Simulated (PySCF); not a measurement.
C2H7BO2Si.
SMILES with atom numbers: `[BH2:1][C@H:2]1[CH2:3][O:4][SiH2:5][O:6]1` (hydrogens: H7, H8 on B1; H9 on C2; H10, H11 on C3; H12, H13 on Si5)

Cartesian coordinates in Å at the PBE0-D3(BJ)/def2-SVP level; atoms count from 1:
```xyz
13
C2H7BO2Si angstrom
B      2.0767   -0.2270   -0.2307
C      0.5860   -0.2604    0.2055
C     -0.1375    1.0951    0.3391
O     -1.5227    0.8294    0.4238
Si    -1.8568   -0.6230   -0.3466
O     -0.2671   -1.1114   -0.5530
H      2.5204   -1.0121   -1.0302
H      2.8052    0.5705    0.3146
H      0.6881   -0.6791    1.2420
H      0.1966    1.6357    1.2378
H      0.0663    1.7377   -0.5384
H     -2.6617   -1.4978    0.5484
H     -2.5220   -0.4757   -1.6690
```

The closed-shell ground state was solved at several levels (PySCF, density fitting, gas phase, non-relativistic).

| level | basis functions | total energy (Eh) | HOMO (eV) | LUMO (eV) | gap (eV) | dipole (D) |
| --- | --- | --- | --- | --- | --- | --- |
| PBE0/6-31G | 72 | -544.6547 | -7.81 | -1.45 | 6.36 | 0.69 |
| B97-D/pcSseg-1 | 144 | -545.0192 | -6.54 | -2.49 | 4.05 | 0.77 |
| B3LYP/cc-pVTZ | 282 | -545.3765 | -7.77 | -1.91 | 5.86 | 0.71 |
| PBE0/cc-pVDZ | 123 | -544.8225 | -7.84 | -1.56 | 6.28 | 0.69 |
| B3LYP/def2-TZVP | 234 | -545.3872 | -7.81 | -1.93 | 5.88 | 0.72 |
| LC-wPBE/pcSseg-1 | 144 | -544.9531 | -10.80 | 0.66 | 11.46 | 0.92 |
| mPW1PW91/pcSseg-1 | 144 | -545.1439 | -8.07 | -1.68 | 6.39 | 0.83 |
| LDA/pcSseg-1 | 144 | -541.9491 | -6.65 | -3.03 | 3.62 | 0.80 |

Task: Estimate the row for B97-2/pcSseg-1, a basis of 144 functions; the other rows only guide the guess.

Result: Total energy -545.1201 Eh, HOMO -7.77 eV, LUMO -1.66 eV, gap 6.11 eV, dipole 0.81 D.

Task: Over all these levels, which gives the widest orbital gap and which the narrowest?

Result: LC-wPBE/pcSseg-1 (range-separated hybrid) has the widest, 11.46 eV, and LDA/pcSseg-1 (LDA) the narrowest, 3.62 eV. The two share the basis. From the narrowest to the widest the HOMO moves by -4.15 eV and the LUMO by +3.69 eV.

Task: In the pcSseg-1 basis, how does the gap go with the fixed share of exact exchange?

Result: LDA (0 %) 3.62 eV; B97-D (0 %) 4.05 eV; B97-2 (21 %) 6.11 eV; mPW1PW91 (25 %) 6.39 eV. Each rise in the share widens the gap here.

Task: How far do the dipole and the HOMO energy spread over the levels?

Result: The dipole runs from 0.69 to 0.92 D (mean 0.77 D) and the HOMO from -10.80 to -6.54 eV.

One conformer stands for the species.

B97-D is run here without its empirical dispersion term; that term would change no orbital, density or response property at a fixed geometry.
